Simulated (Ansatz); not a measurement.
Harmonic frequencies (cm⁻¹) at PBE0-D4/def2-TZVP from Ansatz: 60, 62, 130, 163, 171, 226, 235, 321, 327, 335, 395, 410, 455, 624, 634, 702, 728, 772, 3885, 3887, 3983.

Each molecule was computed in one conformer, which needn't be the lowest.

Task: Which molecule is it?
A. `[CH3][Ta]([OH])([OH])=[S]`
B. `[NH]=[Ta]([NH2])([OH])[Cl]`
C. `[CH3][Ta]([NH2])(=[O])[Cl]`
D. `[OH][Ta]([OH])([OH])([Cl])[Cl]`

Result: D.
